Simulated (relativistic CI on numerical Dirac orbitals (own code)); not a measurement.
**Co⁴⁺ in a cubic cluster: L2,3 absorption with charge transfer**

Computed with a charge-transfer multiplet model of a cubic metal-ligand cluster with up to 2 ligand holes, Slater and spin-orbit integrals from Dirac-Coulomb-Breit ions, Slater integrals scaled by 0.7. The ground state mixes d5 with configurations of k ligand holes L, whose averages lie at kΔ + k(k − 1)U_dd/2; a core hole lowers each added d electron by U_cd. 300 K, Lorentzian 0.4 eV and Gaussian 0.3 eV FWHM.

Atomic integrals in eV (Slater integrals scaled, ζ unscaled), ground: F2dd 9.508, F4dd 5.971, zeta_d 0.080; with the core hole: F2dd 10.024, F4dd 6.297, zeta_d 0.102, zeta_core 9.658, F2cd 6.005, G1cd 4.623, G3cd 2.630.

Cluster parameters (eV): U_dd = 6.1, U_cd = 7.5, 10Dq = 0.8, 10Dq(ligand) = 1.5, V(eg) = 1.45, V(t2g) = -0.74, final-state hopping factor = 0.9.

Weights, n_d and S are thermal averages at 300 K. Photon energies count from the first peak over 30 % of the highest in each spectrum, which can be another peak from case to case. The parameters are a model scan and need not match a compound or its usual spin state. Peaks in eV (height, largest 100): -1.4 (22), 0.0 (100), 3.8 (13), 13.9 (16), 15.5 (22), 16.3 (21).

Task: Which parameters give this spectrum?
A. Δ = 0.9 eV
B. Δ = -1.1 eV
C. Δ = 1.9 eV

Result: C. Δ = 1.9 eV; the ground state then has 5.22 d electrons and S = 2.50. The choice follows from running the model for each set and comparing peak positions and heights.
